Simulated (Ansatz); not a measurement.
Reaction (formal exchange of groups at the Si–S bond): `CN[SiH](F)S` + CH₄ → `CN[SiH](C)F` + H₂S

Gas-phase electronic energies from Ansatz, PBE0-D4/def2-TZVP geometries. CBS: MP2 limit from def2 TZ/QZ plus the TZ coupled-cluster correction, frozen cores. This one scheme is used for every species. DFT in def2-TZVPP. B3LYP here is the variant with VWN-RPA as its local correlation; programs differ in this. HSE06 is defined as in plane-wave codes. Each species was taken in one conformer, which may not be the lowest.

Question: Is it downhill or uphill in electronic energy at CCSD(T)/CBS, and by how much? (Estimate.)

Answer: The calculation gave: Uphill: ΔE = +60.9 kJ/mol.

Question: What do these levels give: revPBE-D4, B3LYP-D4, HSE06-D4, BHLYP-D4, ωB97X-V, B3LYP? (Best estimate.)

Answer: The calculation gave: revPBE-D4 64.4, B3LYP-D4 62.3, HSE06-D4 63.9, BHLYP-D4 63.1, ωB97X-V 60.0, B3LYP 59.9 kJ/mol.

Question: What do rigid-rotor, harmonic-oscillator terms from PBE0-D4/def2-TZVP frequencies (298.15 K, 1 bar) make of the CCSD(T)/CBS value? (Estimate.)

Answer: Computed: ΔZPE = -7.0 kJ/mol, ΔH = +54.0 kJ/mol, ΔS = 16 J/(mol·K), ΔG = +49.2 kJ/mol.

Largest T1 diagnostic among the species: 0.011.

At CCSD(T), def2-SVP lies −4.2 kJ/mol from the extrapolated value and def2-TZVPP −2.3 kJ/mol. Leaving LDA and LC-ωPBE aside and taking each functional with its dispersion term where it has one, the values, not all of them listed here, spread over 7.0 kJ/mol, from CAM-B3LYP-D4 to B97M-V.
